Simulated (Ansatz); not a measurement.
Relaxation of ClHOZn (4 atoms, charge 0, multiplicity 1), to a largest force component of 0.02 eV/Å in at most 40 steps.

Level of theory: RKS PBE-D4/def2-SVP (Ansatz).

```xyz
4
Properties=species:S:1:pos:R:3
Zn 0.000 0.000 0.000
Cl 0.000 0.000 2.240
O 0.000 0.000 -1.790
H 0.255 -0.917 -2.127
```

**Question.** Where does it end, and by what steps?

**Answer.** The run converged. After 6 steps the energy has fallen by 0.143 eV; Cl2 moved furthest, 0.10 Å.

```tsv
step	energy less start (eV)	largest force component (eV/Å)	accepted
0	0.0000	1.525	yes
1	-0.1276	0.540	yes
2	-0.1415	0.185	yes
3	-0.1426	0.074	yes
4	-0.1428	0.141	yes
5	-0.1434	0.023	yes
6	-0.1434	0.003	yes
```

```xyz
4
Properties=species:S:1:pos:R:3
Zn 0.019 -0.070 0.042
Cl -0.009 0.034 2.145
O 0.003 -0.010 -1.737
H 0.242 -0.872 -2.127
```

Whether the end is a true minimum wasn't checked by a vibrational analysis.

The run took 11 s on 1 thread of Arm Neoverse V2, with other jobs on the host, peak memory 0.13 GiB.
